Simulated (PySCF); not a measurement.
Computed XPS line lists of a few unrelated compounds.

The calculation used PySCF, delta-SCF UKS SCAN, pcX-2 on the ionised atom, pcseg-1 elsewhere, spin-free X2C. Geometries: PBE0-D3(BJ)/def2-SVP; isolated species, one conformer each.

Line lists (1s up to Mg, 2p3/2 beyond, nothing for Ge or Se; areas count atoms within a level, one atom standing for each set equivalent by bonding):
1. B 1s: 199.22 eV; F 1s: 693.52 eV; Si 2p3/2: 106.64 (area 1), 106.78 (area 1) eV
2. O 1s: 537.42 eV; Si 2p3/2: 107.52 eV
3. B 1s: 194.05 eV; C 1s: 290.58 (area 1), 290.97 (area 1), 291.27 (area 1), 291.40 (area 1), 292.45 (area 1), 292.62 (area 1) eV; O 1s: 539.66 eV

Structures:
A. `[O]([SiH2][SeH])[GeH3]`
B. `[BH3-][O+]1CCC[C@H]1CC`
C. `FB(F)[SiH2][SiH3]`

Problem. Match each list to its structure.

Solution. 
- 1 = C: no other candidate has this set of levels. B 1s: 199.22 three-coordinate boron; F 1s: 693.52 boron-bound fluorine (×2); Si 2p3/2: 106.64 SiH2 silicon, 106.78 SiH3 silicon.
- 2 = A: no other candidate has this set of levels. O 1s: 537.42 oxygen bonded to Ge and Si; Si 2p3/2: 107.52 oxygen-bound silicon.
- 3 = B: no other candidate has this set of levels. B 1s: 194.05 four-coordinate boron; C 1s: 290.58 methyl carbon, 290.97 chain CH2 carbon, 291.27 ring CH2 carbon, 291.40 ring CH2 carbon, 292.45 sp3 carbon bound to oxygen, 292.62 sp3 carbon bound to oxygen; O 1s: 539.66 oxygen bonded to B and 2 C.

2p3/2 and 2p1/2 are the ΔSCF energy of one spin-free 2p hole plus the eigenvalues of a spin–orbit and ligand-field matrix of the shell.
